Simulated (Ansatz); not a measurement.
A made-up structure of CH2Br (charge +1), closed shell:

```xyz
4
angstrom
C -0.1620 -0.0434 -0.0843
Br 1.5186 0.4064 0.7897
H -0.5737 -1.1908 -0.0345
H -0.7829 0.8278 -0.6709
```

It is relaxed with PBE-D4/def2-SVP and then PBE0-D4/def2-TZVP (Ansatz 0.2.0). Atoms count as bonded within 1.22 times the sum of their covalent radii (H–H: 0.88 Å). The end point is not checked to be a true minimum.

Q: Does its bonding change? (Judge from chemistry; the calculation decides.)

A: Computed: No: no bond forms or breaks.

Where it ends: The first stage lowers the energy by 0.76 eV in 5 steps. It ends as CH₂Br ([CH2][Br]), total charge +1:
C1  (-0.145, -0.039, -0.075)
Br2  (1.356, 0.363, 0.705)
H3  (-0.512, -1.063, -0.031)
H4  (-0.699, 0.739, -0.599)
(Å)

Labels in which every atom is bracketed show which atoms are joined, not bond orders.

For scale, one of the runs: PBE0-D4/def2-TZVP relaxation, 91 basis functions, launched by `ansatz run in.yaml --threads 2 --pin off --events-out ev --progress --plain --max-ram 4352MiB`. Hardware: 2 CPU threads of an Arm Neoverse V2, shared host. Wall time about 4.2 s.
